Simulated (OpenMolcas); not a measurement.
An OpenMolcas run meant for Ho4+ (ANO-RCC-VQZP, DKH2; inactive shells 1s 2s 2p 3s 3p 3d 4s 4p 4d 5s 5p; intended active space 9 electrons in 7 orbitals (4f)). One step of its input:

```
&CASPT2
Multistate=18 1 2 3 4 5 6 7 8 9 10 11 12 13 14 15 16 17 18
Frozen=14 9
IPEA=0.25
Imaginary=0.1
MaxIter=60
WThr=0.0 0.3 0.05
PrWF=0.5
NoMix
Deleted=29 33
```

The run finished. Its levels beside those of a sound run (SS-CASPT2, IPEA 0.25 Eh, imaginary shift 0.1 Eh (closed shells correlated: 5s 5p)), in cm⁻¹ above each run's lowest level:

| Level | This run | Usual run |
| --- | --- | --- |
| 4f⁹ ⁶H°_15/2 | 0.0 | 0.0 |
| 4f⁹ ⁶H°_13/2 | 4320 | 4352 |
| 4f⁹ ⁶H°_11/2 | 7885 | 7941 |
| 4f⁹ ⁶F°_11/2 | 11452 | 10396 |
| 4f⁹ ⁶H°_9/2 | 10746 | 10816 |
| 4f⁹ ⁶F°_9/2 | 12488 | 11365 |
| 4f⁹ ⁶H°_7/2 | 12967 | 13043 |
| 4f⁹ ⁶F°_7/2 | 14780 | 13676 |
| 4f⁹ ⁶H°_5/2 | 14614 | 14690 |
| 4f⁹ ⁶F°_5/2 | 16943 | 15860 |
| 4f⁹ ⁶F°_3/2 | 18628 | 17562 |
| 4f⁹ ⁶F°_1/2 | 19686 | 18630 |

Question: Which setting is unsound, and how much does it matter here?

Answer: Nearly half of the orbitals are deleted from the virtual space, which removes much of the correlation energy. Against the sound run the excited levels shown move by 620 cm-1 on average and by 1100 cm-1 at most.

CASPT2 does not keep the components of a term degenerate, so their means are used; among the terms shown or strongly mixed into the levels shown the widest spread is 1300 cm-1 (4f⁹ ⁶H°, this run). High states are left out of the spin-orbit mixing, which shifts the levels that they would mix with. Levels of configurations outside the active space are missing.

° marks odd parity.
